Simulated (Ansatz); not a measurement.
Frontier orbitals of CH₆OSeSn, SMILES `C[O][SnH2][SeH]`.

Z-matrix (Å, degrees):
```
C
O 1 1.405
H 1 1.100 2 112.4
H 1 1.098 2 112.3 3 122.2
H 1 1.094 2 108.2 3 -118.8
Sn 2 1.963 1 119.7 3 -63.2
Se 6 2.527 2 108.8 1 -55.2
H 6 1.696 2 103.6 1 -172.6
H 6 1.707 2 108.1 1 63.0
H 7 1.469 6 91.5 2 95.7
```

Charge 0, multiplicity 1. Correlated methods include outer-core shells of Se, Sn, which these sets cover unevenly. Scalar relativity is left out up to krypton. Sn: def2 effective core potential. The structure was optimised at the PBE0-D4/def2-TZVP level. It is one conformer, not always the lowest. Basis def2-TZVPP, Ansatz.

Orbital energies of one run (eV). Highest occupied ones, from the top: -6.04, -6.10, -6.84, -7.71, -8.35, -9.70, -10.26, -10.61, -10.67, -12.95, -16.28, -17.45, -24.07, -25.98. Empty: -1.69, -0.98, -0.91, -0.04, 0.69, 1.31.

**Question.** Which functional gave them?
A. PBE0
B. CAM-B3LYP
C. ωB97M-V
D. PBE

**Answer.** D. HOMO energies: PBE -6.04, PBE0 -7.21, CAM-B3LYP -8.49, ωB97M-V -9.38 eV.
